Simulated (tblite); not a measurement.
All values are computed: GFN2-xTB (tblite) harmonic vibrations without scaling, gas phase. The method is semi-empirical: single wavenumbers can be off by several per cent or more. Modes of hydrogen on silicon can be 10 to 20 % off. One conformer each. Thermal functions are those of the rigid rotor and harmonic oscillator, without mixing of conformers.

**Question.** Order these by their ideal-gas entropy at 500 K and 1 bar, highest first (J/(mol K)).
A. `C(N)C1CC1`
B. `CCCO[SiH3]`
C. `C#Cc1cpc(CC)s1`
D. `C#C[P@](C)(=O)C(F)(F)F`

**Answer.** D (525.3), C (513.8), B (442.0), A (376.7).

```json
{"SMILES": "C#C[P@](C)(=O)C(F)(F)F", "atoms": "13", "mass (u)": "156.00", "symmetry number": "1", "modes under 300 cm⁻¹": "9", "ZPE (kJ/mol)": "191.7", "S translation (J/(mol K))": "182.6", "S rotation": "129.0", "S vibration": "213.7", "S": "525.3", "Cp": "207.0"}
{"SMILES": "C#Cc1cpc(CC)s1", "atoms": "16", "mass (u)": "154.00", "symmetry number": "1", "modes under 300 cm⁻¹": "7", "ZPE (kJ/mol)": "299.3", "S translation (J/(mol K))": "182.4", "S rotation": "131.7", "S vibration": "199.7", "S": "513.8", "Cp": "220.9"}
{"SMILES": "CCCO[SiH3]", "atoms": "15", "mass (u)": "90.05", "symmetry number": "1", "modes under 300 cm⁻¹": "5", "ZPE (kJ/mol)": "318.2", "S translation (J/(mol K))": "175.7", "S rotation": "117.6", "S vibration": "148.6", "S": "442.0", "Cp": "178.9"}
{"SMILES": "NCC1CC1", "atoms": "14", "mass (u)": "71.07", "symmetry number": "1", "modes under 300 cm⁻¹": "3", "ZPE (kJ/mol)": "327.8", "S translation (J/(mol K))": "172.8", "S rotation": "112.9", "S vibration": "91.0", "S": "376.7", "Cp": "153.3"}
```

Entropies and Cp are for 500 K and 1 bar.
